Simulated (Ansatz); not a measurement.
Sn₂Ge₅⁺. Charge 1, multiplicity 2. Geometry PBE-D4/def2-SVP; atoms count from 1.

Cartesian coordinates in Å:
```
Ge -0.6010 1.7781 -0.1921
Ge 0.8052 1.8542 1.8379
Ge -0.7374 0.8660 -2.4841
Ge -0.0991 -0.4521 1.8271
Ge -1.1207 -1.1065 -1.0353
Sn 1.6230 -0.0854 -0.5597
Sn 0.1301 -2.8543 0.6062
```

In the def2 sets Sn takes a core potential; there is no spin–orbit coupling. Another isomer (doublet) lies 0.17 eV lower at PBE0-D4/def2-SVP; other spin states weren't run for this one.

(1) Estimate the Mulliken populations from the PBE0/def2-SVP orbitals of Ansatz.

(2) Where does the spin sit?

(3) And the Mayer bond orders between bonded heavy atoms (over 0.3)?

Results:

(1) 
| atom | charge (e) | spin (α − β) |
| --- | --- | --- |
| Ge1 | -0.02 | 0.25 |
| Ge2 | 0.27 | 0.00 |
| Ge3 | 0.27 | 0.00 |
| Ge4 | -0.08 | 0.35 |
| Ge5 | -0.08 | 0.35 |
| Sn6 | 0.17 | 0.03 |
| Sn7 | 0.48 | 0.01 |
Mulliken values and Mayer orders depend strongly on the basis.

(2) Summed by element: Ge 0.96, Sn 0.04, of 1 unpaired in all. Largest on single atoms: Ge4 0.35, Ge5 0.35, Ge1 0.25.

(3) Ge1–Ge2 0.83 (2.47 Å); Ge1–Ge3 0.83 (2.47 Å); Ge1–Sn6 0.51 (2.92 Å); Ge2–Ge4 0.84 (2.48 Å); Ge3–Ge5 0.84 (2.48 Å); Ge4–Sn6 0.51 (2.97 Å); Ge4–Sn7 0.75 (2.70 Å); Ge5–Sn6 0.51 (2.97 Å); Ge5–Sn7 0.75 (2.70 Å); Sn6–Sn7 0.36 (3.35 Å). Values over 0.3 also appear between atoms too far apart for a bond (Ge1–Ge4 0.36 at 3.05 Å; Ge1–Ge5 0.36 at 3.05 Å; Ge2–Sn6 0.38 at 3.19 Å; Ge3–Sn6 0.38 at 3.19 Å; Ge4–Ge5 0.35 at 3.11 Å); they arise where an orbital or an unpaired electron spreads over both atoms.
